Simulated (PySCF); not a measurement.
**MPb anions for M along the alkaline earths**

PBE with double-zeta basis sets in PySCF, for the lowest determinant that a PBE0 search found; no spin–orbit coupling. De refers to high-spin ground-configuration atoms (the charge goes to the atom of lower measured ionisation energy or higher electron affinity, which is not always the lowest computed limit). A positive dipole points towards Pb; it is taken about the centre of mass and depends on that origin.

| M | basis | charged atom | state (unpaired electrons) | Re (Å) | ωe (cm⁻¹) | De (eV) | μ (D) |
| --- | --- | --- | --- | --- | --- | --- | --- |
| Be | aug-cc-pVDZ/aug-cc-pVDZ-PP | Pb− | quartet (σ ↑, π ↑↑) | 2.513 | 365 | 1.42 | 5.32 |
| Mg | aug-cc-pVDZ/aug-cc-pVDZ-PP | Pb− | quartet (σ ↑, π ↑↑) | 2.991 | 162 | 0.89 | 5.30 |
| Ca | def2-SVPD | Pb− | quartet (σ ↑, π ↑↑) | 3.189 | 140 | 1.51 | 6.49 |
| Sr | def2-SVPD | Pb− | quartet (σ ↑, π ↑↑) | 3.383 | 93.0 | 1.38 | 4.19 |

The shortest bond is that of BePb⁻ (2.513 Å), the longest that of SrPb⁻ (3.383 Å).

The rows differ in basis set, which adds steps of its own.

Down a group the atoms grow and get heavier, so bonds lengthen and wavenumbers fall; this series shows no clear exception.

Spin–orbit coupling is left out, which matters for elements this heavy, above all for dissociation energies. For an ion De counts to the pair picked by the measured ionisation energies or electron affinities, which need not be the lowest pair at this level. The highest Kohn–Sham level is positive in some of these anions. Much of that is self-interaction error, but it also means that the finite basis helps to hold the extra electron. States were picked by a PBE0 search and need not be the measured ground states.
